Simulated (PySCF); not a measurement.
## Atomic charges against the basis set

C4H5BO2.
Geometry (PBE0-D3(BJ)/def2-SVP, Å), atoms numbered from 1 in this order:
```xyz
12
C4H5BO2 angstrom
C     -2.022   -0.232    1.021
C     -1.328    0.345    0.031
C      0.086    0.154   -0.188
C      0.920    0.649   -1.130
O      2.184    0.178   -0.930
B      2.103   -0.634    0.179
O      0.814   -0.657    0.648
H     -1.534   -0.898    1.737
H     -3.092   -0.050    1.137
H     -1.823    1.011   -0.681
H      0.740    1.320   -1.966
H      3.020   -1.229    0.661
```

PBE0 throughout (PySCF), one geometry, spherical d and f functions. Isolated species at its PBE0-D3(BJ)/def2-SVP geometry (one conformer only). The first 7 of 12 kinds of atom are listed.

Mulliken charges (e):

```
        basis  functions      C1      C2      C3      C4      O5      B6      O7
       STO-3G         40  -0.161  -0.092  +0.058  -0.021  -0.203  +0.277  -0.208
        6-31G         73  -0.367  -0.090  +0.158  +0.050  -0.527  +0.560  -0.546
     pcSseg-0         73  -0.384  -0.228  +0.110  +0.103  -0.633  +0.631  -0.638
       6-31G*        108  -0.405  -0.150  +0.275  -0.029  -0.402  +0.393  -0.434
      cc-pVDZ        123  -0.004  -0.113  +0.147  +0.070  -0.145  +0.104  -0.163
     def2-SVP        123  -0.061  -0.046  +0.117  +0.062  -0.182  +0.132  -0.197
  aug-cc-pVDZ        206  +0.313  +1.187  +0.991  +0.587  -0.490  -0.273  -0.715
6-311+G(2d,p)        219  -0.413  -0.109  +0.501  -0.240  -0.487  +0.754  -0.566
    def2-TZVP        247  -0.264  -0.208  +0.204  -0.041  -0.263  +0.269  -0.277
      cc-pVTZ        280  -0.274  -0.119  +0.195  -0.046  -0.205  +0.129  -0.198
     IGLO-III        295  -0.237  -0.150  +0.279  +0.013  -0.419  +0.583  -0.440
     pcSseg-2        322  -0.079  -0.167  +0.260  +0.168  -0.453  +0.557  -0.466
```

IAO charges (e):

```
        basis  functions      C1      C2      C3      C4      O5      B6      O7
       STO-3G         40  -0.252  -0.160  +0.049  -0.059  -0.199  +0.237  -0.205
        6-31G         73  -0.301  -0.156  +0.119  -0.044  -0.324  +0.330  -0.334
     pcSseg-0         73  -0.284  -0.160  +0.113  -0.033  -0.316  +0.324  -0.326
       6-31G*        108  -0.297  -0.155  +0.138  -0.016  -0.344  +0.374  -0.353
      cc-pVDZ        123  -0.304  -0.156  +0.139  -0.019  -0.333  +0.351  -0.343
     def2-SVP        123  -0.292  -0.154  +0.137  -0.015  -0.333  +0.356  -0.343
  aug-cc-pVDZ        206  -0.317  -0.158  +0.141  -0.021  -0.344  +0.362  -0.351
6-311+G(2d,p)        219  -0.316  -0.158  +0.141  -0.021  -0.348  +0.370  -0.355
    def2-TZVP        247  -0.316  -0.158  +0.142  -0.019  -0.350  +0.375  -0.357
      cc-pVTZ        280  -0.316  -0.158  +0.142  -0.019  -0.348  +0.373  -0.356
     IGLO-III        295  -0.318  -0.159  +0.142  -0.020  -0.350  +0.374  -0.357
     pcSseg-2        322  -0.316  -0.159  +0.142  -0.020  -0.350  +0.376  -0.357
```

Hirshfeld charges (e):

```csv
basis,functions,C1,C2,C3,C4,O5,B6,O7
STO-3G,40,-0.053,-0.029,+0.030,-0.001,-0.083,+0.139,-0.090
6-31G,73,-0.086,-0.049,+0.046,-0.001,-0.153,+0.189,-0.148
pcSseg-0,73,-0.081,-0.051,+0.047,+0.002,-0.142,+0.185,-0.139
6-31G*,108,-0.092,-0.052,+0.046,+0.002,-0.146,+0.196,-0.141
cc-pVDZ,123,-0.093,-0.054,+0.042,-0.001,-0.132,+0.190,-0.125
def2-SVP,123,-0.093,-0.055,+0.047,+0.002,-0.140,+0.197,-0.133
aug-cc-pVDZ,206,-0.100,-0.059,+0.041,+0.003,-0.155,+0.216,-0.146
"6-311+G(2d,p)",219,-0.095,-0.059,+0.038,+0.005,-0.160,+0.223,-0.150
def2-TZVP,247,-0.098,-0.058,+0.041,+0.004,-0.155,+0.217,-0.145
cc-pVTZ,280,-0.098,-0.057,+0.043,+0.002,-0.150,+0.212,-0.141
IGLO-III,295,-0.099,-0.058,+0.041,+0.003,-0.157,+0.220,-0.147
pcSseg-2,322,-0.099,-0.058,+0.043,+0.004,-0.157,+0.221,-0.148
```

Problem. Which scheme is steadiest as the basis changes?

Solution. Largest range over the bases for any column: Hirshfeld 0.08 e, IAO 0.15 e, Mulliken 1.42 e. Hirshfeld charges move least and Mulliken charges most, counted in e. Without the minimal STO-3G basis the ranges are Hirshfeld 0.04, IAO 0.05, Mulliken 1.42 e.

Problem. How much do the charges still move between the two largest bases, IGLO-III and pcSseg-2?

Solution. At most, over all atoms: Mulliken 0.158 e, IAO 0.002 e, Hirshfeld 0.002 e.

Problem. What do the same runs give for the total energy, the frontier levels and the dipole moment?

Solution. 
| basis | energy (Eh) | HOMO (eV) | LUMO (eV) | μ (D) |
| --- | --- | --- | --- | --- |
| STO-3G | -326.1861 | -4.49 | 1.93 | 1.44 |
| 6-31G | -330.2851 | -6.52 | -0.71 | 1.90 |
| pcSseg-0 | -329.6408 | -6.83 | -0.99 | 2.08 |
| 6-31G* | -330.3937 | -6.24 | -0.55 | 1.54 |
| cc-pVDZ | -330.4209 | -6.37 | -0.72 | 1.46 |
| def2-SVP | -330.1596 | -6.49 | -0.83 | 1.56 |
| aug-cc-pVDZ | -330.4389 | -6.50 | -0.96 | 1.37 |
| 6-311+G(2d,p) | -330.4955 | -6.52 | -0.97 | 1.40 |
| def2-TZVP | -330.5254 | -6.49 | -0.91 | 1.40 |
| cc-pVTZ | -330.5149 | -6.47 | -0.87 | 1.41 |
| IGLO-III | -330.5305 | -6.50 | -0.96 | 1.37 |
| pcSseg-2 | -330.5251 | -6.52 | -0.96 | 1.40 |

The dipole is fixed by the density alone, so its range of 0.71 D shows that the density itself changes with the basis, not only its division among atoms.
